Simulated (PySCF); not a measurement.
## Broadened absorption spectrum of C5H11NO2Si

Species: C₅H₁₁NO₂Si.
SMILES: `O=CO[SiH2]N1CCCC1`

Computed with TDDFT CAM-B3LYP/def2-SVPD, vertical, gas phase, core orbitals frozen in the response (PySCF). One conformer (not necessarily the lowest) at the PBE0-D3(BJ)/def2-SVP geometry, without solvent, vibrations or thermal averaging.

Broadening: Gaussians 0.4 eV wide at half height, area fixed by f = 4.319×10⁻⁹ ∫ε dν̃. The width is an assumption, not a result. The curve ends short of the highest state used, and states not computed would add to its high-energy end.

(λ (nm), ε (L mol⁻¹ cm⁻¹)): (165.9, 2876), (168.5, 1647), (171.1, 772), (173.7, 522), (176.3, 1136), (178.9, 2712), (181.5, 4665), (184.1, 5768), (186.7, 5368), (189.3, 4093), (191.9, 2944), (194.5, 2254), (197.1, 1773), (199.7, 1277), (202.3, 787), (204.9, 414), (207.5, 201), (210.1, 111), (212.7, 87), (215.3, 83), (217.9, 77), (220.5, 63), (223.1, 45), (225.7, 28), (228.3, 15), (230.9, 8), (233.5, 3), (236.1, 1), (238.7, 0), (241.3, 0)

(1) Where are the band maxima, and which computed states make them?

(2) On this curve, what absorbance would a 10⁻⁵ mol/L sample give at 193 nm over a 1 cm path?

(3) Coming from long wavelengths, where does ε first pass 100 L mol⁻¹ cm⁻¹?

## Answers

(1) 185 nm (6.71 eV), ε about 5800, made up of S3 (98%) (ε in L mol⁻¹ cm⁻¹; maxima over ε = 5, shares over 10%). At its high-energy end, 7.47 eV, the curve is still rising (ε about 2800, from S6 and S7). The states used: S1 5.74 eV (f 0.0012); S2 6.33 eV (f 0.024); S3 6.72 eV (f 0.084); S4 6.96 eV (f 0.0000); S5 7.47 eV (f 0.0025); S6 7.48 eV (f 0.021); S7 7.70 eV (f 0.039); S8 7.85 eV (f 0.031); S9 7.97 eV (f 0.0002); S10 8.07 eV (f 0.066).

(2) 193 nm is 6.424 eV, where ε is about 2600 L mol⁻¹ cm⁻¹, so A = ε c l ≈ 0.026 (Beer–Lambert, with the gas-phase spectrum and the assumed width).

(3) At about 211 nm (5.88 eV), 0.14 eV above S1.

All these states lie below the vertical ionisation energy of 8.77 eV (ΔSCF).

Hardware: one thread, Arm Neoverse N1 (aarch64), on a shared host. Cost: 6.3 min wall, 1.4 GiB resident at most.
